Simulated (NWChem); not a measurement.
System: SiH$_{3}$O$_{2}$F; SMILES O[SiH](O)F

Here is an NWChem input.

```
start job
memory heap 200 mb stack 900 mb global 1100 mb
geometry units angstroms noautoz
  Si     0.029414    -0.029292     0.358784
  O      0.494821    -1.516967    -0.193448
  O     -1.515693     0.272681    -0.183070
  F      0.985558     1.167060    -0.221347
  H      0.192380    -0.047992     1.834854
  H      0.247882    -1.712855    -1.114647
  H     -1.765947     1.210427    -0.248447
end
basis spherical
  * library 6-31+g*
end
dft
  xc xtpss03 ctpss03
  iterations 150
  mulliken
end
task dft energy
```

Geometry: optimised at PBE-D3(BJ)/def2-SVP.

### Question
Predict the main results of this run. (TPSS/6-31+G* (spherical d).) Quantities: basis functions; energy (Ha); highest occupied level (eV); orbital gap (eV); dipole (D).

### Answer
```
Item                          Result
---------------------------  -------
number of basis functions         82
energy (Ha)                  -541.77
highest occupied level (eV)    -8.18
orbital gap (eV)                7.44
dipole (D)                      1.55
```
